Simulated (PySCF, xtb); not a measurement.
3-ethynylfuran (C6H4O), SMILES c1c(cco1)C#C.

Harmonic wavenumbers (cm⁻¹) from GFN2-xTB (xtb) at its own minimum, in rising order: 144, 153, 394, 441, 573, 589, 596, 668, 675, 750, 782, 832, 852, 980, 1040, 1068, 1152, 1209, 1250, 1351, 1485, 1573, 2268, 3169, 3174, 3193, 3400.

Question: What does PBE-D3(BJ)/def2-SVP run with PySCF 2.14.0 give at its own minimum? (An estimate is asked for; the answer gives what the named calculation found.)

Answer: 161, 169, 458, 511, 563, 598, 608, 639, 663, 712, 771, 841, 867, 962, 1019, 1080, 1190, 1202, 1260, 1356, 1501, 1568, 2162, 3199, 3217, 3222, 3409. Paired by order, the mean absolute difference is 24 cm⁻¹ and the zero-point energies are 48.3 and 48.5 kcal/mol.
